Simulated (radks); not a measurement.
Question: Radial electron density D(r) = 4 pi r^2 rho(r) of an atom or ion with 27 electrons. All-electron calculation, scalar-relativistic Kohn-Sham, PBE, spin-unpolarised, spherical densities, point nucleus. Program: a radial shooting solver on a logarithmic mesh with Libxc functionals.

| r (bohr) | D(r) (e/bohr) |
|---|---|
| 0.001676 | 4.394 |
| 0.001875 | 5.294 |
| 0.002097 | 6.364 |
| 0.002346 | 7.628 |
| 0.002603 | 9.002 |
| 0.002911 | 10.72 |
| 0.003256 | 12.73 |
| 0.003642 | 15.04 |
| 0.004074 | 17.69 |
| 0.004557 | 20.69 |
| 0.005056 | 23.81 |
| 0.005656 | 27.52 |
| 0.006326 | 31.57 |
| 0.007075 | 35.94 |
| 0.007914 | 40.53 |
| 0.008852 | 45.25 |
| 0.009822 | 49.64 |
| 0.01099 | 54.19 |
| 0.01229 | 58.37 |
| 0.01374 | 61.96 |
| 0.01537 | 64.75 |
| 0.01706 | 66.45 |
| 0.01908 | 67.22 |
| 0.02134 | 66.87 |
| 0.02387 | 65.52 |
| 0.0267 | 63.44 |
| 0.02986 | 61.10 |
| 0.03314 | 59.21 |
| 0.03706 | 58.08 |
| 0.04146 | 58.45 |
| 0.04637 | 60.70 |
| 0.05186 | 64.85 |
| 0.05801 | 70.44 |
| 0.06437 | 76.09 |
| 0.072 | 81.49 |
| 0.08053 | 84.84 |
| 0.09007 | 85.07 |
| 0.1007 | 81.82 |
| 0.1118 | 76.18 |
| 0.125 | 68.67 |
| 0.1399 | 61.68 |
| 0.1564 | 57.17 |
| 0.175 | 56.24 |
| 0.1957 | 58.55 |
| 0.2172 | 62.07 |
| 0.2429 | 64.90 |
| 0.2717 | 64.36 |
| 0.3039 | 59.17 |
| 0.3399 | 49.71 |
| 0.3802 | 37.76 |
| 0.4218 | 26.52 |
| 0.4718 | 16.16 |
| 0.5278 | 8.662 |
| 0.5903 | 4.036 |
| 0.6603 | 1.613 |
| 0.7385 | 0.5438 |
| 0.8195 | 0.1674 |
| 0.9166 | 0.03852 |
| 1.025 | 0.007053 |

What is the nuclear charge?

Answer: Z = 52. The innermost maximum, from 1s, lies near gamma/Z bohr with gamma = sqrt(1 - (Z/c)^2) = 0.925, here 0.0178 bohr (found: 0.0194), and its height grows with Z. The density is that of the tellurium ion Te25+ in [Ar] 3d9; the configuration itself is not fixed sharply by these data, and Z only to a few units. D(r) has 3 maxima, at r = 0.0194, 0.0859, 0.253 bohr, and minima at 0.0383, 0.169 bohr, inside which lie 1.99, 11.23 electrons.
